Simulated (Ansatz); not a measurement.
BeFH (SMILES [BeH][F]), charge 0, multiplicity 1, relaxed at each level with Ansatz (a quantum-chemistry and plane-wave program); harmonic frequencies from differences of analytic forces, average atomic masses, frozen cores.

| level | harmonic frequencies (cm⁻¹) | ZPE (eV) | cost over PBE/def2-TZVPP (rough) |
|---|---|---|---|
| PBE/def2-TZVPP | 557 557 1157 2152 | 0.274 | ×1 |
| B3LYP/def2-TZVPP | 576 576 1184 2209 | 0.282 | ×1 |
| PBE0/def2-TZVPP | 568 568 1192 2196 | 0.280 | ×1 |
| MP2/cc-pVTZ | 545 545 1194 2229 | 0.280 | ×2 |
| CCSD(T)/cc-pVDZ | 548 548 1173 2192 | 0.277 | ×1 |
| CCSD(T)/cc-pVTZ | 540 540 1202 2195 | 0.277 | ×10 |
